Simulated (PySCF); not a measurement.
## Exercise with solution: chemical shift, span and skew from a shielding tensor

Mg(OSiH3)2 (H₆MgO₂Si₂), SMILES [SiH3][O][Mg][O][SiH3]. Atoms are numbered in the order given.

```xyz
11

Mg     0.0000     0.0000     0.0000
O      0.0000     0.0000     1.7922
Si     0.0000     0.0000     3.4298
H     -0.5185     1.2976     3.9733
H      1.3830    -0.1998     3.9733
H     -0.8645    -1.0978     3.9733
O      0.0000     0.0000    -1.7922
Si     0.0000     0.0000    -3.4298
H     -0.5185    -1.2976    -3.9733
H      1.3830     0.1998    -3.9733
H     -0.8645     1.0978    -3.9733
```
Charge 0, spin multiplicity 1.

Geometry optimised at PBE0-D3(BJ)/def2-SVP. The structure was generated by enumeration; whether it is a known compound was not checked. One conformer was computed; it need not be the lowest.

GIAO shieldings from PBE/pcSseg-1 run with PySCF, non-relativistic, no solvent. The symmetric part of the tensor of Si3 has the principal values 324.5, 324.5, 484.0 ppm. The same nucleus in TMS has σ = 335.4 ppm at this level (PySCF, at its B3LYP-D3(BJ)/def2-TZVP geometry).

Problem. Work out the isotropic shielding, the ²⁹Si shift against TMS, the span and the skew.

Solution. 
σ(iso) = (σ11 + σ22 + σ33)/3 = 377.7 ppm. δ = σ(ref) − σ(iso) = 335.4 − (377.7) = -42.3 ppm.
Span Ω = σ33 − σ11 = 159.5 ppm. Skew κ = 3(σ(iso) − σ22)/Ω = 1.00, an axial tensor. Tumbling in solution averages the tensor to δ; in a static solid the shielding alone would spread this spin-1/2 line over Ω.
